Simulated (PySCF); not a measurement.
H8N2Si3, SMILES [SiH2]1[SiH](N)[SiH2]N1. Atoms are numbered in the order given.

```xyz
13

N      2.3435     0.0273     1.0419
Si     1.0728    -0.4269    -0.0538
Si    -1.0716    -0.8770     0.8396
N     -1.6927     0.2980    -0.3155
Si    -0.3754     1.0917    -1.1826
H      2.1558     0.7159     1.7648
H      3.2904     0.1308     0.6882
H      1.6309    -1.4795    -0.9529
H     -1.6665    -2.2411     0.6726
H     -1.2838    -0.4993     2.2752
H     -2.6794     0.5056    -0.4507
H     -0.2307     2.5490    -0.8563
H     -0.5344     1.0131    -2.6711
```

Geometry optimised at B3LYP-D3(BJ)/def2-SVP. This is a generated structure with no PubChem entry under its InChIKey; it may be hypothetical. The values are those of a single conformer.

Two levels are set side by side: PBE/pcSseg-1 (PySCF) and B3LYP/pcSseg-1 (PySCF). GIAO shifts against NH3 (¹⁵N), TMS (²⁹Si), TMS (¹H) at the same level; non-relativistic, no solvent, atoms listed together averaged. Differences are taken from unrounded values.

```json
[
 {"quantity": "δ(¹⁵N) of N1 (ppm)", "B3LYP": "9.3", "PBE": "12.8", "PBE minus B3LYP": "3.6"},
 {"quantity": "δ(²⁹Si) of Si2 (ppm)", "B3LYP": "-7.9", "PBE": "-12.2", "PBE minus B3LYP": "-4.3"},
 {"quantity": "δ(²⁹Si) of Si3, Si5 (ppm)", "B3LYP": "-16.3", "PBE": "-13.1", "PBE minus B3LYP": "3.2"},
 {"quantity": "δ(¹⁵N) of N4 (ppm)", "B3LYP": "26.3", "PBE": "28.3", "PBE minus B3LYP": "2.0"},
 {"quantity": "δ(¹H) of H8 (ppm)", "B3LYP": "5.70", "PBE": "6.02", "PBE minus B3LYP": "0.31"},
 {"quantity": "δ(¹H) of H11 (ppm)", "B3LYP": "0.32", "PBE": "0.23", "PBE minus B3LYP": "-0.09"}
]
```

Rough cost on one machine, each run with all the roots and properties that it gave: B3LYP against PBE within a factor of 2.
